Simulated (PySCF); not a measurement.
A calculated (r2SCAN, PySCF 2.14, aug-cc-pVQZ with one added diffuse shell each of s, p, d, f, g type, no relativity, point nucleus) atom or ion has these occupied shells.

```
shell  electrons  orbital energy (eV)  rms radius, mean of both spins (bohr)
 1s α          1              -335.71                                  0.312
 1s β          1              -334.81                                  0.312
 2s α          1              -58.049                                   1.38
```

Q: Name the element and its charge.

A: C³⁺ (carbon, charge +3), in [He] 2s1, 2S determinant.
